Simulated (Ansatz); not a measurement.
Mg oxide hydroxide: r2SCAN-D4/def2-TZVP single points in Ansatz on relaxed structures, gas phase. Each cluster is the lowest isomer that a short search found in that spin, judged at the geometry's level, and lower ones may exist. Binding counts from free atoms in the multiplicity of their measured ground term, without zero-point energy. A dash marks a value that wasn't run or was left out as unsound. The structures are stationary points that may keep the symmetry of their start. Remarks come from the PBE and PBE0 runs and from stability tests at other levels; not every state was tested. HOMO above LUMO (over both spins in singlets and doublets, within one spin in higher multiplets; at PBE or PBE0), or a gap under 0.15 eV within one spin, warns that the state may not be the lowest or that an electron is smeared out.

Q: Estimate the order by binding per atom (eV), lowest first.
A. Mg4O7H6 (with an O–O bond) (singlet)
B. MgO2H2 (singlet)
C. Mg2O3H2 (singlet)

A: C (3.34), B (3.44), A (3.68).

In full:

```csv
species,atoms,state,geometry,HOMO (eV),LUMO (eV),gap (eV),vertical IE (eV),vertical triplet (eV),binding per atom (eV),point group (within 0.1 Å),remarks
MgO2H2,5,singlet,B3LYP-D4/def2-TZVP,-6.55,-1.23,5.32,9.81,4.80,3.44,–,"gap within one spin near zero at PBE or PBE0 (+1 doublet), gap within one spin near zero at PBE or PBE0 (triplet)"
Mg2O3H2,7,singlet,r2SCAN-D4/def2-SVP,-4.01,-2.37,1.64,7.02,1.50,3.34,C2v,–
Mg4O7H6 (with an O–O bond),17,singlet,PBE0-D4/def2-SVP,-5.69,-1.56,4.13,–,3.54,3.68,–,"restricted SCF unstable in HF, gap within one spin near zero at PBE or PBE0 (+1 doublet), HOMO above LUMO (+1 doublet), gap within one spin near zero at PBE or PBE0 (triplet)"
```

The gap (eV) runs from 1.64 (Mg2O3H2) to 5.32 (MgO2H2). The vertical triplet (eV) runs from 1.50 (Mg2O3H2) to 4.80 (MgO2H2). The binding per atom (eV) runs from 3.34 (Mg2O3H2) to 3.68 (Mg4O7H6 (with an O–O bond)).
